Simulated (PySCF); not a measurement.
PySCF 2.14 output of an unrestricted PBE0 calculation on a single atom or ion in x2c-SVPall, with the spin-free X2C one-electron Hamiltonian (Gaussian nucleus):

```
SCF conv_tol = 1e-09
number electrons alpha = 18  beta = 17
    C. Adamo and V. Barone.,  J. Chem. Phys. 110, 6158 (1999)
    M. Ernzerhof and G. E. Scuseria.,  J. Chem. Phys. 110, 5029 (1999)
cycle= 1 E= -2605.46015186148  delta_E= -0.00478  |g|= 0.0574  |ddm|= 0.144
cycle= 2 E= -2605.46039089074  delta_E= -0.000239  |g|= 0.0358  |ddm|= 0.025
cycle= 3 E= -2605.46054160494  delta_E= -0.000151  |g|= 0.00247  |ddm|= 0.015
cycle= 4 E= -2605.4605435863  delta_E= -1.98e-06  |g|= 0.000273  |ddm|= 0.0037
cycle= 5 E= -2605.46054362524  delta_E= -3.89e-08  |g|= 1.19e-05  |ddm|= 0.000431
cycle= 6 E= -2605.46054362541  delta_E= -1.66e-10  |g|= 1.22e-06  |ddm|= 3.98e-05
converged SCF energy = -2605.46054362541  <S^2> = 0.75188213  2S+1 = 2.0018812
```

The run itself started from symmetry-adapted Hartree-Fock orbitals and held the occupation by maximum overlap, on a logarithmic radial grid, so the iterations belong to that start.

Question: Which element, charge and spin multiplicity is this?

Answer: Br (bromine, neutral), multiplicity 2; the state was [Ar] 3d10 4s2 4p5, 2P determinant.
